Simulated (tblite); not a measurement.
A geometry optimisation, step by step.

C₆H₁₁Ge (doublet state).
SMILES with atom numbers: `[CH2:1]1[CH2:2][Ge:3]([CH:4]2[CH2:5][CH2:6]2)[CH2:7]1` (hydrogens: H8, H9 on C1; H10, H11 on C2; H12 on C4; H13, H14 on C5; H15, H16 on C6; H17, H18 on C7)

Computed with GFN2-xTB (tblite), gas phase: L-BFGS steps from a force-field or distance-geometry start until the largest atomic force falls under 0.01 eV/Å. 9 of its 84 geometries are shown.

Step 0: E = -550.6934 eV, largest atomic force 4.191 eV/Å
```
atom  x, y, z in Å  |  force x, y, z in eV/Å
C1      1.984   -0.286    0.531   -0.560  -0.120  -1.159
C2      2.025    0.556   -0.728    2.481   3.369   0.239
Ge3     0.209    0.055   -1.059   -1.266  -0.038  -2.491
C4     -1.089    0.556    0.312   -0.790  -0.406   1.616
C5     -2.401    1.155   -0.044   -0.984   0.408   0.320
C6     -2.342   -0.320    0.211    0.362  -0.202  -0.200
C7      1.286   -1.368   -0.286   -1.618  -2.791   2.298
H8      1.271    0.200    1.257    1.114  -0.723  -0.396
H9      2.942   -0.582    0.979   -0.280   0.225  -0.051
H10     2.232    1.625   -0.561    0.570  -0.086  -0.118
H11     2.709    0.149   -1.508   -0.389   0.407   0.695
H12    -0.740    0.694    1.352   -0.174   0.088  -0.553
H13    -3.021    1.693    0.724    0.966  -0.169  -0.908
H14    -2.469    1.559   -1.072   -0.297  -0.439   0.740
H15    -2.741   -0.734    1.154    0.079   0.423  -0.706
H16    -2.418   -1.021   -0.639    0.048   0.449   0.516
H17     0.622   -2.010    0.349    1.008  -0.447  -0.446
H18     1.933   -1.913   -0.984   -0.272   0.052   0.603
```

Step 10: E = -551.8206 eV, largest atomic force 0.323 eV/Å
```
atom  x, y, z in Å  |  force x, y, z in eV/Å
C1      1.941   -0.287    0.439    0.174  -0.073  -0.031
C2      2.078    0.698   -0.713   -0.013  -0.056   0.081
Ge3     0.181    0.049   -1.182   -0.037  -0.073  -0.126
C4     -1.119    0.520    0.310    0.099   0.000  -0.114
C5     -2.430    1.144   -0.033   -0.088  -0.082  -0.049
C6     -2.352   -0.327    0.221   -0.134   0.030  -0.020
C7      1.195   -1.447   -0.214    0.037   0.051  -0.045
H8      1.353    0.149    1.254    0.206  -0.117  -0.117
H9      2.912   -0.595    0.841    0.073  -0.019   0.022
H10     2.374    1.712   -0.488   -0.137   0.176   0.234
H11     2.763    0.308   -1.462    0.009  -0.042  -0.037
H12    -0.738    0.716    1.302    0.052   0.061   0.059
H13    -2.930    1.753    0.704    0.022   0.061   0.035
H14    -2.572    1.486   -1.047   -0.085  -0.003  -0.069
H15    -2.802   -0.718    1.121    0.008   0.003   0.051
H16    -2.426   -0.997   -0.625   -0.097  -0.004  -0.012
H17     0.711   -2.157    0.441   -0.149   0.063   0.207
H18     1.852   -2.001   -0.879    0.059   0.024  -0.069
```

Step 21: E = -551.9385 eV, largest atomic force 0.191 eV/Å
```
atom  x, y, z in Å  |  force x, y, z in eV/Å
C1      2.077   -0.357    0.406   -0.049  -0.015   0.004
C2      2.079    0.735   -0.650   -0.053   0.088  -0.011
Ge3     0.229   -0.002   -1.217   -0.009  -0.062   0.006
C4     -1.154    0.495    0.179   -0.040   0.113   0.067
C5     -2.480    1.143   -0.077    0.017   0.107  -0.072
C6     -2.419   -0.313    0.228   -0.011  -0.003   0.006
C7      1.228   -1.473   -0.190   -0.094  -0.097  -0.034
H8      1.587    0.020    1.303    0.006   0.008   0.077
H9      3.079   -0.690    0.691    0.082  -0.025  -0.101
H10     2.209    1.740   -0.261   -0.028   0.064  -0.037
H11     2.805    0.555   -1.442    0.001  -0.023   0.095
H12    -0.722    0.760    1.138    0.082  -0.062   0.061
H13    -2.862    1.825    0.668   -0.025  -0.033   0.063
H14    -2.742    1.435   -1.079    0.026   0.035  -0.186
H15    -2.800   -0.673    1.170    0.035   0.002   0.112
H16    -2.606   -0.988   -0.594   -0.004  -0.083  -0.033
H17     0.691   -2.065    0.546   -0.052  -0.031  -0.010
H18     1.792   -2.141   -0.833    0.116   0.019  -0.007
```

Step 31: E = -551.9619 eV, largest atomic force 0.063 eV/Å
```
atom  x, y, z in Å  |  force x, y, z in eV/Å
C1      2.093   -0.374    0.404   -0.024  -0.040  -0.013
C2      2.042    0.753   -0.621   -0.055   0.011  -0.029
Ge3     0.227   -0.030   -1.229    0.037   0.007   0.028
C4     -1.158    0.501    0.155   -0.022  -0.008   0.054
C5     -2.481    1.154   -0.106    0.021   0.016  -0.021
C6     -2.429   -0.297    0.232    0.026  -0.014   0.021
C7      1.231   -1.489   -0.186   -0.033  -0.027  -0.030
H8      1.671   -0.039    1.350   -0.008   0.011   0.026
H9      3.118   -0.713    0.579    0.031   0.008   0.048
H10     2.118    1.758   -0.215   -0.036   0.008   0.016
H11     2.803    0.619   -1.385   -0.020   0.034  -0.031
H12    -0.702    0.750    1.109    0.012   0.020   0.008
H13    -2.869    1.837    0.637    0.033   0.011  -0.010
H14    -2.741    1.433   -1.116    0.039  -0.011  -0.047
H15    -2.782   -0.619    1.202   -0.020   0.001   0.007
H16    -2.638   -1.004   -0.559    0.019  -0.008   0.010
H17     0.672   -2.070    0.544    0.019  -0.012  -0.008
H18     1.817   -2.163   -0.805   -0.019  -0.006  -0.029
```

Step 42: E = -551.9776 eV, largest atomic force 0.054 eV/Å
```
atom  x, y, z in Å  |  force x, y, z in eV/Å
C1      2.093   -0.396    0.389   -0.016  -0.024  -0.015
C2      1.977    0.769   -0.593   -0.027  -0.016  -0.025
Ge3     0.208   -0.066   -1.215   -0.002   0.040   0.001
C4     -1.136    0.490    0.184    0.006  -0.028   0.003
C5     -2.436    1.155   -0.145   -0.031  -0.025  -0.002
C6     -2.421   -0.281    0.265   -0.009   0.019   0.007
C7      1.236   -1.518   -0.200    0.003  -0.018  -0.031
H8      1.699   -0.102    1.361   -0.013   0.004   0.004
H9      3.132   -0.713    0.518    0.018   0.008   0.023
H10     1.975    1.757   -0.142    0.000   0.009   0.021
H11     2.744    0.729   -1.359    0.050   0.003  -0.014
H12    -0.680    0.783    1.124   -0.019  -0.005   0.023
H13    -2.827    1.880    0.555   -0.020   0.008  -0.020
H14    -2.650    1.390   -1.178   -0.004  -0.004  -0.003
H15    -2.818   -0.550    1.234    0.021   0.023  -0.010
H16    -2.607   -1.028   -0.498   -0.016   0.037   0.036
H17     0.691   -2.111    0.529    0.015  -0.012   0.011
H18     1.811   -2.180   -0.840    0.044  -0.018  -0.011
```

Step 52: E = -551.9815 eV, largest atomic force 0.054 eV/Å
```
atom  x, y, z in Å  |  force x, y, z in eV/Å
C1      2.092   -0.404    0.381    0.014  -0.003   0.020
C2      1.973    0.769   -0.592   -0.024  -0.015   0.021
Ge3     0.207   -0.071   -1.209   -0.038   0.023  -0.006
C4     -1.138    0.491    0.197    0.019  -0.023  -0.028
C5     -2.433    1.157   -0.155    0.003  -0.026   0.002
C6     -2.429   -0.270    0.282   -0.016   0.010   0.003
C7      1.253   -1.531   -0.221    0.009  -0.006   0.007
H8      1.681   -0.120    1.350   -0.002   0.003   0.002
H9      3.133   -0.706    0.524    0.020  -0.010   0.005
H10     1.948    1.748   -0.121    0.030   0.023  -0.014
H11     2.751    0.752   -1.351   -0.007   0.000   0.013
H12    -0.693    0.788    1.142   -0.001   0.009  -0.022
H13    -2.833    1.900    0.522    0.011  -0.005  -0.021
H14    -2.631    1.368   -1.197   -0.013   0.003   0.022
H15    -2.824   -0.517    1.257   -0.013   0.014  -0.003
H16    -2.622   -1.028   -0.467   -0.002   0.009   0.020
H17     0.718   -2.134    0.507   -0.018  -0.029   0.021
H18     1.837   -2.186   -0.861    0.027   0.022  -0.041
```

Step 62: E = -551.9872 eV, largest atomic force 0.026 eV/Å
```
atom  x, y, z in Å  |  force x, y, z in eV/Å
C1      2.089   -0.414    0.392    0.008   0.004   0.007
C2      1.965    0.767   -0.570   -0.011   0.000   0.005
Ge3     0.203   -0.081   -1.197   -0.015   0.011  -0.015
C4     -1.151    0.479    0.202    0.005   0.015  -0.012
C5     -2.435    1.154   -0.178    0.002   0.006   0.008
C6     -2.456   -0.252    0.319    0.001   0.013  -0.008
C7      1.290   -1.544   -0.253    0.002   0.003   0.005
H8      1.651   -0.153    1.355   -0.014  -0.007  -0.002
H9      3.134   -0.696    0.556    0.016  -0.008   0.001
H10     1.955    1.746   -0.099   -0.004  -0.001   0.006
H11     2.740    0.749   -1.333   -0.014  -0.008  -0.002
H12    -0.701    0.813    1.132   -0.006   0.001  -0.004
H13    -2.819    1.933    0.465   -0.002   0.003   0.000
H14    -2.631    1.328   -1.227    0.000  -0.017   0.010
H15    -2.858   -0.443    1.305    0.019  -0.006  -0.016
H16    -2.667   -1.039   -0.392    0.004   0.004   0.010
H17     0.786   -2.208    0.445    0.008  -0.012   0.003
H18     1.897   -2.133   -0.935    0.001   0.000   0.005
```

Step 73: E = -551.9877 eV, largest atomic force 0.012 eV/Å
```
atom  x, y, z in Å  |  force x, y, z in eV/Å
C1      2.088   -0.417    0.394    0.000  -0.002  -0.002
C2      1.959    0.766   -0.564   -0.001   0.000  -0.005
Ge3     0.201   -0.083   -1.197   -0.005  -0.003  -0.005
C4     -1.151    0.484    0.198    0.000   0.005   0.002
C5     -2.437    1.156   -0.181    0.008   0.005  -0.004
C6     -2.454   -0.247    0.323    0.004   0.001   0.002
C7      1.295   -1.549   -0.256   -0.004   0.002  -0.002
H8      1.644   -0.163    1.357   -0.003  -0.001   0.002
H9      3.134   -0.695    0.559    0.003  -0.003   0.007
H10     1.949    1.744   -0.090   -0.003  -0.004  -0.001
H11     2.730    0.748   -1.330    0.006   0.003   0.005
H12    -0.701    0.823    1.126    0.001   0.006  -0.002
H13    -2.820    1.941    0.456    0.001  -0.010   0.006
H14    -2.636    1.320   -1.231   -0.007  -0.002  -0.002
H15    -2.848   -0.436    1.312   -0.003   0.001   0.004
H16    -2.668   -1.037   -0.384    0.004  -0.003   0.000
H17     0.799   -2.222    0.438    0.001   0.003  -0.006
H18     1.906   -2.127   -0.944   -0.003   0.002   0.003
```

Step 83: E = -551.9880 eV, largest atomic force 0.009 eV/Å
```
atom  x, y, z in Å  |  force x, y, z in eV/Å
C1      2.083   -0.420    0.396   -0.001  -0.001  -0.001
C2      1.958    0.763   -0.563   -0.002   0.001   0.002
Ge3     0.202   -0.085   -1.200   -0.002   0.003  -0.002
C4     -1.148    0.492    0.194    0.001  -0.003  -0.001
C5     -2.439    1.156   -0.182    0.003   0.000  -0.003
C6     -2.448   -0.245    0.327   -0.001   0.000   0.002
C7      1.295   -1.552   -0.259   -0.003   0.005  -0.003
H8      1.635   -0.167    1.357   -0.002   0.001  -0.001
H9      3.129   -0.696    0.567   -0.002  -0.004   0.002
H10     1.941    1.740   -0.088    0.005   0.004   0.004
H11     2.735    0.749   -1.323    0.001  -0.001   0.001
H12    -0.696    0.840    1.118    0.004  -0.002   0.000
H13    -2.822    1.939    0.457   -0.002   0.001  -0.004
H14    -2.646    1.317   -1.231    0.000   0.000  -0.004
H15    -2.840   -0.433    1.316    0.005  -0.004   0.007
H16    -2.658   -1.038   -0.378    0.001  -0.005   0.003
H17     0.801   -2.230    0.431   -0.002   0.004  -0.004
H18     1.909   -2.124   -0.950   -0.005  -0.001   0.002
```

Q: Summarise the path.

A: The energy falls by 124.91 kJ/mol from step 0 to step 83; nine tenths of that is first reached at step 14. It falls at every step. The largest force goes from 4.191 to 0.009 eV/Å. Among the bonds C2–Ge3 changes most, from 1.913 to 2.052 Å; the atoms move by 0.352 Å rms after alignment.

What follows is the cost of the whole relaxation. Hardware: Arm Neoverse V1, one thread, shared host. Cost: 0.58 s of wall time.
